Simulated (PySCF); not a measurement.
From computed data to an observable: entropy of an ideal gas

Be2F2, SMILES [F][Be][Be][F].

The structure is a stationary point at PBE-D3(BJ)/def2-TZVP. The values are those of a single conformer.

PBE-D3(BJ)/def2-TZVP (PySCF) gives the harmonic wavenumbers 149, 149, 334, 334, 353, 1204, 1354 cm⁻¹ and the rotational temperature 0.1014 K. The molar mass is 56.02 g/mol, the symmetry number 2, the spin multiplicity 1.

Problem. Work out the entropy at 298.15 K and 1 atm in the rigid-rotor, harmonic-oscillator model.

Solution. 
Translation (Sackur–Tetrode at 1 atm): S = R[1.5 ln M + 2.5 ln T − 1.16487] = 159.0 J/(mol K).
Rotation: q = T/(σ θ) = 1470, S = R[ln q + 1] = 69.0 J/(mol K).
Vibration: with u = 1.4388 ν/T, each mode gives R[u/(e^u − 1) − ln(1 − e^−u)]:
| ν (cm⁻¹) | modes | u | S (J/(mol K)) |
|---|---|---|---|
| 149 | 2 | 0.72 | 22.47 |
| 334 | 2 | 1.61 | 10.38 |
| 353 | 1 | 1.70 | 4.82 |
| 1204 | 1 | 5.81 | 0.17 |
| 1354 | 1 | 6.53 | 0.09 |
These are all the modes. Sum 37.9 J/(mol K).
Spin: R ln 1 = 0.0 J/(mol K).
Total 265.8 J/(mol K); the program's own thermochemistry gives 265.8. Translation makes up 60 % and vibration 14 %. Anharmonicity, hindered rotation and orbital degeneracy are left out.
